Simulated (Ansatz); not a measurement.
C₃H₉AlO₂S, singlet, geometry from GFN2-xTB (such geometries of metal compounds can be far from the true shape); SC-NEVPT2/STO-3G, CASSCF(4,5) (Ansatz, an electronic-structure program).

Input for Ansatz:
Ansatz 0.2 input:
```yaml
crystal:
  periodic: [false, false, false]
  atoms:
    - {symbol: Al, position_ang: [0.30138007, -0.16287070, 0.16194239]}
    - {symbol: O, position_ang: [0.91271704, 1.35400602, -0.05991047]}
    - {symbol: C, position_ang: [1.56213762, 2.58425404, -0.18444737]}
    - {symbol: H, position_ang: [1.01664808, 3.34898387, 0.37493859]}
    - {symbol: H, position_ang: [2.57963849, 2.51888329, 0.20671900]}
    - {symbol: H, position_ang: [1.60599247, 2.87460461, -1.23758061]}
    - {symbol: O, position_ang: [1.01208249, -1.49181595, 0.81832098]}
    - {symbol: C, position_ang: [1.62700754, -2.61661757, 1.37259918]}
    - {symbol: H, position_ang: [1.17450210, -2.84684459, 2.33974525]}
    - {symbol: H, position_ang: [1.49899874, -3.47324172, 0.70702140]}
    - {symbol: H, position_ang: [2.69467877, -2.43125924, 1.51417025]}
    - {symbol: S, position_ang: [-1.76651229, -0.48612686, -0.50909192]}
    - {symbol: C, position_ang: [-2.27090042, 1.14249405, -1.18524961]}
    - {symbol: H, position_ang: [-1.46406050, 1.85978773, -1.08423827]}
    - {symbol: H, position_ang: [-3.14308037, 1.47827714, -0.63343142]}
    - {symbol: H, position_ang: [-2.52492660, 1.00785385, -2.23182188]}
basis:
  gaussian:
    orbitals: STO-3G
magnetization: {spin_polarized: false}
correlation: {method: sc_nevpt2, electrons: all, active_space: {window: {electrons: 4, orbitals: 5}}}
```

It wrote (shortened):

```
Functional definition: HF
677 factors; integrals over basis functions are off by at most 3.4e-5 eV
mean field evaluation 1: about -24415.6717 eV, gradient 3.4e1 eV
mean field evaluation 2: about -24415.9527 eV, gradient 3.4e1 eV
mean field evaluation 4: about -24419.9318 eV, gradient 1.7e0 eV
mean field evaluation 8: about -24419.9431 eV, gradient 2.6e-4 eV
mean field -24419.94313513 eV, -897.4163577841 hartree, gradient 2.9e-6 eV, S^2 0.000000; 0 other end points of the search recorded, 0 dependent functions left out
reference -24419.94313513 eV, -897.4163577841 hartree; 36, 36 occupied and 16, 16 virtual orbitals, 677 factors
state -24420.98651111 eV, -897.4547011440 hartree
state -24420.98651111 eV, -897.4547011440 hartree; corrected -24427.60107604 eV, -897.6977819216 hartree
state -24420.80778098 eV, -897.4481329329 hartree
state -24420.80778098 eV, -897.4481329329 hartree; corrected -24427.54950640 eV, -897.6958867725 hartree
state -24420.98651111 eV, -897.4547011440 hartree; corrected -24427.60107604 eV, -897.6977819216 hartree
2 active orbitals were swapped for others, from the solution at -24420.80775131 eV, -897.4481318426 hartree to that at -24420.98649535 eV, -897.4547005649 hartree; typed "places" are swapped only where nearly empty or full, and so, without "given_window_search", are "orbital_numbers", "shells" and a window whose orbitals a file names under [Active]
Total energy: -24427.60107604 eV, -897.6977819216 hartree
```
